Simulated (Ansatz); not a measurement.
Kohn–Sham single points on C$_{2}$H$_{9}$BSi$_{2}$ (`C=CB[SiH2][SiH3]`).

```yaml
crystal:
  periodic: [false, false, false]
  atoms:
    - {symbol: C, position_ang: [-1.399491, 2.264821, 1.311847]}
    - {symbol: C, position_ang: [-1.185158, 0.989287, 0.961007]}
    - {symbol: B, position_ang: [-0.663376, 0.642138, -0.440113]}
    - {symbol: Si, position_ang: [-0.224331, -1.222079, -1.022251]}
    - {symbol: Si, position_ang: [2.031854, -1.543553, -0.448128]}
    - {symbol: H, position_ang: [-1.200828, 3.071604, 0.612314]}
    - {symbol: H, position_ang: [-1.775758, 2.551933, 2.290716]}
    - {symbol: H, position_ang: [-1.402107, 0.220238, 1.700820]}
    - {symbol: H, position_ang: [-0.440696, 1.554745, -1.187192]}
    - {symbol: H, position_ang: [-0.348291, -1.449153, -2.489992]}
    - {symbol: H, position_ang: [-1.005949, -2.278010, -0.313861]}
    - {symbol: H, position_ang: [2.891537, -0.534467, -1.124678]}
    - {symbol: H, position_ang: [2.211385, -1.396243, 1.022340]}
    - {symbol: H, position_ang: [2.498408, -2.900461, -0.844233]}
basis:
  gaussian: {orbitals: def2-TZVPP}
hamiltonian: {xc: {name: wB97X-V}}
output: {orbitals: {seedname: orbitals}}
```

```sh
$ ansatz run in.yaml --threads 4 --pin off --events-out ev --progress --plain --max-ram 10444MiB
```

Shortened log:

```
Functional definition: wB97X-V
1642 factors; their error is unknown
417 factors; integrals over basis functions are off by at most 1.2e-5 eV
mean field evaluation 1: about -18646.0379 eV, gradient 3.4e1 eV
mean field evaluation 2: about -18647.8102 eV, gradient 2.3e1 eV
mean field evaluation 4: about -18649.0884 eV, gradient 1.4e0 eV
mean field evaluation 8: about -18649.1060 eV, gradient 2.8e-2 eV
mean field evaluation 16: about -18649.1072 eV, gradient 1.3e-4 eV
mean field -18649.10721213 eV, -685.3420492268 hartree, gradient 3.6e-5 eV, S^2 0.000000; 0 other end points of the search recorded, 0 dependent functions left out
reference -18649.10720933 eV, -685.3420491239 hartree; 27, 27 occupied and 276, 276 virtual orbitals, 1642 factors
Total energy: -18649.10720933 eV, -685.3420491239 hartree
```

Hardware: 4 threads of an Arm Neoverse V1 on a shared host. Wall time 12 s, peak host memory 1.1 GiB.

With the line `hamiltonian: {xc: pbe, dispersion: d4}` and forces (abridged; 3.7 s):

```
Functional definition: PBE
mean field evaluation 16: about -18639.6789 eV, gradient 9.7e-3 eV
mean field -18639.67890141 eV, -684.9955651986 hartree, gradient 4.1e-5 eV, S^2 0.000000
Total energy: -18639.98366767 eV, -685.0067651523 hartree
Atom 0 force    -0.072710     0.344546     0.129876 eV/Å
Atom 1 force     0.115707    -0.367114    -0.231146 eV/Å
Atom 2 force     0.039034    -0.145405    -0.027376 eV/Å
Atom 3 force    -0.055265     0.158355     0.042037 eV/Å
Atom 4 force    -0.061388     0.018571    -0.014537 eV/Å
Atom 5 force     0.039981     0.181667    -0.144774 eV/Å
Atom 6 force    -0.084670     0.076329     0.211834 eV/Å
Atom 7 force    -0.044874    -0.177057     0.159648 eV/Å
Atom 8 force     0.029720     0.097665    -0.086483 eV/Å
Atom 9 force     0.006821    -0.037450    -0.150917 eV/Å
Atom 10 force    -0.061749    -0.121670     0.074638 eV/Å
Atom 11 force     0.083091     0.095716    -0.064445 eV/Å
Atom 12 force     0.017910     0.013570     0.140971 eV/Å
Atom 13 force     0.048392    -0.137722    -0.039324 eV/Å
Dipole moment:    -0.158068     0.242597     0.233133 e Å
```

With the line `hamiltonian: {xc: {name: B3LYP}, dispersion: d4}` and forces (abridged; 7.5 s):

```
Functional definition: B3LYP
mean field evaluation 16: about -18653.9943 eV, gradient 3.1e-5 eV
mean field -18653.99425108 eV, -685.5216445957 hartree, gradient 3.1e-5 eV, S^2 0.000000
Total energy: -18654.48437826 eV, -685.5396564375 hartree
Atom 0 force    -0.037461     0.162628     0.072899 eV/Å
Atom 1 force     0.016042    -0.096158    -0.010213 eV/Å
Atom 2 force     0.004916     0.048141    -0.098135 eV/Å
Atom 3 force    -0.092411    -0.056010    -0.051914 eV/Å
Atom 4 force     0.141156    -0.032435     0.031106 eV/Å
Atom 5 force    -0.022391    -0.046352     0.070555 eV/Å
Atom 6 force     0.024882    -0.009327    -0.070581 eV/Å
Atom 7 force     0.014087     0.043908    -0.046405 eV/Å
Atom 8 force    -0.018254    -0.098242     0.080274 eV/Å
Atom 9 force    -0.002346     0.010416     0.083564 eV/Å
Atom 10 force     0.036331     0.061929    -0.045258 eV/Å
Atom 11 force    -0.044423    -0.061274     0.043662 eV/Å
Atom 12 force    -0.003468    -0.008545    -0.086920 eV/Å
Atom 13 force    -0.016661     0.081322     0.027366 eV/Å
Dipole moment:    -0.176551     0.257608     0.221679 e Å
```

With the line `hamiltonian: {xc: {name: wB97M-V}}` and forces (abridged; 17 s):

```
Functional definition: wB97M-V
mean field evaluation 16: about -18649.1559 eV, gradient 1.3e-4 eV
mean field -18649.15592977 eV, -685.3438395672 hartree, gradient 6.1e-5 eV, S^2 0.000000
Total energy: -18649.15599765 eV, -685.3438420618 hartree
Atom 0 force     0.005233     0.005027    -0.013742 eV/Å
Atom 1 force    -0.053204     0.033417     0.137370 eV/Å
Atom 2 force     0.037803     0.077662    -0.151610 eV/Å
Atom 3 force     0.013710    -0.129284    -0.048520 eV/Å
Atom 4 force     0.076297    -0.028014     0.009779 eV/Å
Atom 5 force    -0.015758    -0.070842     0.054157 eV/Å
Atom 6 force     0.035328    -0.037372    -0.085761 eV/Å
Atom 7 force     0.011963     0.063156    -0.048346 eV/Å
Atom 8 force    -0.026374    -0.100214     0.094214 eV/Å
Atom 9 force     0.003720     0.029836     0.156175 eV/Å
Atom 10 force     0.070720     0.118677    -0.070732 eV/Å
Atom 11 force    -0.091107    -0.108490     0.076183 eV/Å
Atom 12 force    -0.017082    -0.012847    -0.156994 eV/Å
Atom 13 force    -0.051250     0.159287     0.047828 eV/Å
Dipole moment:    -0.183139     0.266679     0.217566 e Å
```

B3LYP takes the VWN-RPA correlation (the form of Gaussian; ORCA's B3LYP/G).
